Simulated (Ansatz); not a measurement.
Abridged output of a molecular run in Ansatz:

```
Functional definition: HF
1625 factors; integrals over basis functions are off by at most 7.8e-4 eV
mean field evaluation 1: about -45529.7210 eV, gradient 4.4e1 eV
mean field evaluation 2: about -45530.0748 eV, gradient 4.5e1 eV
mean field evaluation 4: about -45533.8386 eV, gradient 3.3e0 eV
mean field evaluation 8: about -45533.8995 eV, gradient 2.7e-1 eV
mean field -45533.89985410 eV, -1673.3399556523 hartree, gradient 5.3e-6 eV, S^2 0.000000; 0 other end points of the search recorded, 0 dependent functions left out
22 core orbitals not correlated: weight in the atoms' cores, before any rotation towards them, 1.000 or more for the frozen orbitals, at most 0.000 for the correlated occupied ones
reference -45533.89985410 eV, -1673.3399556523 hartree; 19, 19 occupied and 231, 231 virtual orbitals, 1625 factors
second order -29.59443602 eV of doubles, -0.00000000 eV of singles
cycle   1  -30.25271393 eV  change   -6.6e-1 eV  update   1.1e-1
cycle   2  -30.89893884 eV  change   -6.5e-1 eV  update   3.1e-2
cycle   3  -31.04030151 eV  change   -1.4e-1 eV  update   1.5e-2
cycle   4  -31.02360136 eV  change    1.7e-2 eV  update   3.0e-3
cycle   5  -31.02171411 eV  change    1.9e-3 eV  update   1.3e-3
cycle   6  -31.02232743 eV  change   -6.1e-4 eV  update   3.5e-4
cycle   7  -31.02210664 eV  change    2.2e-4 eV  update   1.2e-4
cycle   8  -31.02206752 eV  change    3.9e-5 eV  update   3.2e-5
perturbative correction -1.12980657 eV, -0.0415196256 hartree
Total energy: -45566.05172819 eV, -1674.5215152318 hartree
```

Its atoms:

```xyz
9

F     1.0250   -1.4078   -1.5170
Si    0.0993   -1.5218   -0.2368
Cl    1.0003   -2.7702    1.0818
O    -0.0504   -0.0689    0.4418
Si   -0.1011    1.5571    0.3515
Cl   -1.3886    2.1226   -1.1349
H    -1.2021   -2.0654   -0.6394
H     1.2369    2.0848    0.0194
H    -0.6193    2.0697    1.6335
```

Problem. Which basis set was used?
A. def2-TZVPPD
B. def2-TZVPP
C. cc-pV(Q+d)Z
D. def2-QZVPP

Solution. B. It gives 272 functions.

Problem. Write the keys of the input that set method, charge and spin (a neutral closed shell needs none for the last two).

Solution. 
```yaml
correlation: {method: ccsd_t}
```
